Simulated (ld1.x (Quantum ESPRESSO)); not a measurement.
Reading a pseudo-wave (oxygen (O))

Columns: radius, all-electron u(r) and pseudo u(r) of the 2p shell (level -9.20 eV) of oxygen in the configuration [He] 2s2 2p4; LDA (PZ), scalar-relativistic, RRKJ scheme, ld1.x (Quantum ESPRESSO) 7.5.

```csv
r (bohr),all-electron,pseudo
0.050,0.0313,0.0153
0.100,0.1038,0.0597
0.150,0.1952,0.1291
0.200,0.2922,0.2173
0.250,0.3868,0.3168
0.300,0.4746,0.4198
0.350,0.5532,0.5190
0.400,0.6215,0.6087
0.450,0.6794,0.6847
0.500,0.7272,0.7452
0.550,0.7655,0.7901
0.600,0.7951,0.8208
0.650,0.8169,0.8396
0.700,0.8318,0.8492
0.750,0.8405,0.8522
0.800,0.8440,0.8506
0.850,0.8430,0.8460
0.900,0.8382,0.8391
0.950,0.8302,0.8303
1.000,0.8196,0.8196
1.050,0.8067,0.8067
1.100,0.7921,0.7921
1.150,0.7761,0.7761
1.200,0.7589,0.7589
1.250,0.7409,0.7409
1.300,0.7223,0.7223
```

**Question.** How many radial nodes do the two functions have?

**Answer.** The all-electron 2p function has n − l − 1 = 0; the pseudo-wave has 0.

**Question.** At about which radius was the pseudo-wave matched?

**Answer.** 1.00 bohr, where the columns begin to agree (steps of 0.05 bohr).

**Question.** Where does each function peak?

**Answer.** Outermost all-electron maximum near 0.80 bohr, pseudo maximum near 0.75 bohr (to the table’s step).

**Question.** Is the pseudo-wave norm-conserving?

**Answer.** Yes: the RRKJ scheme keeps the norm inside the radius equal to the all-electron one, which fixes the energy derivative of the logarithmic derivative at the level.
